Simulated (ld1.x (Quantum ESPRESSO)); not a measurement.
Cr (Z = 24), PAW: configuration errors across variants

chromium (Cr), PAW, made with ld1.x (Quantum ESPRESSO) 7.5 (PBE, scalar-relativistic). Core [Ar], reference 3d5 4s0.75 4p0 (charge +0.25). Waves: 4s (bound): rcut 2.65, rcutus 3.05 bohr; 4s channel at 3.4 Ry: rcut 2.65, rcutus 3.05 bohr; 4p (bound, empty): rcut 1.95, rcutus 2.70 bohr; 4p channel at 3.5 Ry: rcut 1.95, rcutus 2.70 bohr; 3d (bound): rcut 1.40, rcutus 1.70 bohr; 3d channel at 0.25 Ry: rcut 1.40, rcutus 1.70 bohr. Local part: all-electron potential smoothed inside 1.40 bohr (lloc = -1). Core correction: Bessel-smoothed model core, default radius (core density twice the valence density). Augmentation charge: PSQ, inside the norm-conserving radii.

All-electron excitation energies from the reference (eV): (1) 3d5 4s1 4p0 -1.175; (2) 3d5 4s0 4p0 5.726; (3) 3d4 4s0 4p0 21.779; (4) 3d3 4s0 4p0 52.527; (5) 3d2 4s0 4p0 100.888; (6) 3d4 4s1 4p0 6.812; (7) 3d4 4s2 4p0 -1.275.

The default core radius of the base comes out at 1.20 bohr.

The overlap operator is not positive definite (basis up to 400 Ry) in “base”, “core correction Bessel-smoothed model core inside 1.50 bohr”, “waves 3d (bound): rcut 1.32, rcutus 1.40 bohr; 3d channel at 0.25 Ry: rcut 1.32, rcutus 1.40 bohr”. Such files are unfit for use, however small their errors in these radial tests.

3 further variants failed, have other tests or another functional or relativity, and are left out.

A true bound ghost makes a file unfit for plane-wave use even where its test errors are small: the radial tests pick states by their node count and pass the ghost by.

Errors AE − PS in meV (a dash: test not solved or not reliable):

| change | (1) | (2) | (3) | (4) | (5) | (6) | (7) | bound ghosts |
| --- | --- | --- | --- | --- | --- | --- | --- | --- |
| base | -0.2 | -4.4 | -110 | -937 | -3349 | -87 | -92 | not determined (overlap not positive) |
| core correction Bessel-smoothed model core inside 1.50 bohr | -0.2 | -4.4 | -110 | -937 | -3349 | -87 | -92 | not determined (overlap not positive) |
| waves 3d (bound): rcut 1.32, rcutus 1.40 bohr; 3d channel at 0.25 Ry: rcut 1.32, rcutus 1.40 bohr | -0.1 | -4.7 | -110 | -946 | -3385 | -88 | -94 | not determined (overlap not positive) |

Task: Give the same row for: type TM; waves now 4s (bound): rc 3.05 bohr; 4p (bound): rc 2.70 bohr; 3d (bound): rc 1.70 bohr; local potential the d channel.

Result: -0.5, -9.8, -132, -919, -2804, -89, -121; bound ghosts: s, p.
